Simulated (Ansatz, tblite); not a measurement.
Cost and result up the ladder for Bi₃ (3 atoms). The state is a doublet with charge 0. Geometry: PBE0-D4/def2-SVP.

Cartesian coordinates in Å:
```
Bi -1.509 -0.815 -0.121
Bi 1.405 -0.462 -0.879
Bi 0.104 1.276 1.000
```

Ansatz on 4 threads of Arm Neoverse V1 on a shared host; xTB runs through tblite on one thread. Times are rough, summed over both states, and most runs start from the orbitals of an earlier one. No level here is sound enough to serve as a yardstick. The other state is a singlet.

In the def2 sets Bi takes a core potential; there is no spin–orbit coupling. The xTB rows come from tblite. The structure comes from a short search, and lower isomers may exist.

Raw xTB energies of ions are shifted by several eV, and xTB has no spin-polarisation term.

```
                            level  functions  wall time
                         GFN1-xTB         12    0.002 s
                         GFN2-xTB         12    0.004 s
                 PBE-D4/def2-TZVP        150      3.8 s
                PBE0-D4/def2-TZVP        150      5.6 s
r2SCAN-D4/def2-TZVP (with forces)        150      9.6 s
```

Task: Estimate what each level gives for the vertical IE (eV).

Result: 
```tsv
level	vertical IE (eV)	remarks
GFN1-xTB	8.78	–
GFN2-xTB	10.07	–
PBE-D4/def2-TZVP	6.32	–
PBE0-D4/def2-TZVP	6.48	spin-contaminated (⟨S²⟩ 0.95) (doublet)
r2SCAN-D4/def2-TZVP (with forces)	6.59	spin-contaminated (⟨S²⟩ 0.98) (doublet)
```
